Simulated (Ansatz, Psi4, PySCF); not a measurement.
C3H7O (SMILES [CH2-]OCC), charge -1, singlet, geometry from GFN2-xTB (in this run its highest filled SCF level lies above zero, so its values depend strongly on the basis, on diffuse functions most of all). Base run: CAMB3LYP/6-31G* in PySCF.

Geometry (Å):
```xyz
11

O      0.0361    -0.7759     0.0009
C      0.0261     0.6007    -0.0005
C      1.3820    -1.3842     0.0069
C     -1.4070     1.1476    -0.0068
H      0.5602     1.0070     0.8919
H      0.5674     1.0053    -0.8893
H      1.9293    -0.9059    -0.8803
H      1.9221    -0.9042     0.8975
H     -1.9312     0.7899    -0.8909
H     -1.9383     0.7916     0.8738
H     -1.4049     2.2392    -0.0078
```
Charge -1, spin multiplicity 1.
All else is at PySCF's defaults.

The same geometry, method and basis name were run in Ansatz (an electronic-structure program) and Psi4 and PySCF, at each program's defaults and at the settings that a row names. The base is PySCF at its defaults. Differences at the defaults can come from grids, fitting, cores and function types together.

```json
[
 {"code and settings": "PySCF, defaults (exact integrals, its default grid, spherical functions)", "ΔE vs base (µEh)": "0.0", "basis functions": "70", "E (Eh)": "-193.53117", "SCF cycles": "10"},
 {"code and settings": "Psi4, defaults (density fitting with its default set, its default grid, Cartesian functions)", "ΔE vs base (µEh)": "___", "basis functions": "74", "E (Eh)": "___", "SCF cycles": "9"},
 {"code and settings": "Ansatz, defaults (factorised integrals, its default grid, Cartesian functions)", "ΔE vs base (µEh)": "-3941", "basis functions": "74", "E (Eh)": "-193.53511", "SCF cycles": "-"},
 {"code and settings": "PySCF, density fitting with def2-universal-jkfit", "ΔE vs base (µEh)": "-54.5", "basis functions": "70", "E (Eh)": "-193.53122", "SCF cycles": "10"},
 {"code and settings": "PySCF, fine grid", "ΔE vs base (µEh)": "5.8", "basis functions": "70", "E (Eh)": "-193.53116", "SCF cycles": "10"},
 {"code and settings": "Psi4, exact integrals, spherical functions, fine grid", "ΔE vs base (µEh)": "5.6", "basis functions": "70", "E (Eh)": "-193.53116", "SCF cycles": "12"},
 {"code and settings": "Ansatz, high accuracy, Cartesian functions as the basis file defines them", "ΔE vs base (µEh)": "-3939", "basis functions": "74", "E (Eh)": "-193.53510", "SCF cycles": "-"}
]
```

Question: What belongs in the gaps?

Answer: 
- Psi4, defaults (density fitting with its default set, its default grid, Cartesian functions), ΔE vs base (µEh): -4028
- Psi4, defaults (density fitting with its default set, its default grid, Cartesian functions), E (Eh): -193.53519
